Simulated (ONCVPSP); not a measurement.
## Logarithmic derivatives: promethium, ONCV

promethium (Pm), optimised norm-conserving Vanderbilt (ONCV), made with ONCVPSP 4.0.1 (PW91, fully relativistic). Core [Kr] 4d10, reference 4f4 5s2 5p6 5d1 6s2. Waves: 5s+6s: rc 2.00 bohr, ncon 5, nbas 8, qcut 4.7 1/bohr, 2 projectors; 5p: rc 2.75 bohr, ncon 4, nbas 8, qcut 3.9 1/bohr, 2 projectors, debl 2.5 Ha; 5d: rc 2.65 bohr, ncon 3, nbas 8, qcut 3.2 1/bohr, 2 projectors, debl 1.9 Ha; 4f: rc 1.00 bohr, ncon 4, nbas 9, qcut 20.6 1/bohr, 2 projectors, debl 1.2 Ha. Local part: polynomial inside 0.70 bohr (lpopt 5, dvloc0 -1 Ha). Core correction: polynomial model core, fcfact 0.2.

Open shells are filled in proportion to 2j + 1.

The phase is arctan(r·R′/R) of the radial function R(r), unwrapped; energies in Ha, scanned from -3 to 5 Ha. A pole is an energy at which the radial function vanishes at the test radius. The pseudo phase is shifted by a multiple of π to meet the all-electron one at the reference energy, and phase errors are pseudo minus all-electron; the curves can meet again beyond the range given. Levels narrower than the energy grid can be missing from the lists of poles.

```tsv
channel	radius (bohr)	reference energy (Ha)	poles, all-electron	poles, pseudo	unbroken range about the reference energy with phases within 0.05 rad	phase error 1 Ha above the reference energy (rad)
s	2.03	-0.15	-1.12	-1.12, 4.35	below 4.2	-0.001
p3/2	2.78	-0.89	-0.75, 2.44	-0.75, 2.43	below 3.6	-0.003
p1/2	2.78	-1.02	-0.91, 2.24	-0.91, 2.24	below 3.6	-0.002
d5/2	2.69	-0.10	0.48, 3.99	0.48, 4.15	the whole range	+0.001
d3/2	2.69	-0.11	0.45, 3.94	0.45, 4.11	the whole range	+0.002
f7/2	1.01	-0.27	2.07	2.07	the whole range	-0.000
f5/2	1.01	-0.29	2.02	2.02	the whole range	-0.000
```

Note: ghosts flagged at negative energy: s at -676.3 eV, p3/2 at -241.4 eV, d5/2 at -105.2 eV, p1/2 at -209.6 eV, d3/2 at -92.3 eV; GHOST(+) flagged for s at 121.2 eV. A true bound ghost makes a file unfit for plane-wave use.

Phases in the p1/2 channel:

```csv
E (Ha),all-electron,pseudo
-2.98,1.379,1.379
-2.76,1.367,1.367
-2.54,1.353,1.353
-2.32,1.335,1.335
-2.10,1.311,1.311
-1.88,1.278,1.277
-1.66,1.222,1.222
-1.44,1.103,1.103
-1.22,0.515,0.514
-1.00,-1.411,-1.411
-0.78,-1.692,-1.692
-0.56,-1.811,-1.811
-0.34,-1.919,-1.920
-0.12,-2.069,-2.071
0.10,-2.346,-2.349
0.32,-2.950,-2.957
0.54,-3.759,-3.763
0.76,-4.194,-4.196
0.98,-4.394,-4.394
1.20,-4.503,-4.503
1.42,-4.572,-4.572
1.64,-4.621,-4.621
1.86,-4.659,-4.659
2.08,-4.691,-4.691
2.30,-4.720,-4.720
2.52,-4.747,-4.748
2.74,-4.774,-4.777
2.96,-4.805,-4.810
3.18,-4.843,-4.851
3.40,-4.893,-4.910
3.62,-4.970,-5.012
3.84,-5.110,-5.243
4.06,-5.456,-6.037
4.28,-6.434,-7.169
4.50,-7.232,-7.513
4.72,-7.498,-7.643
4.94,-7.614,-7.711
```
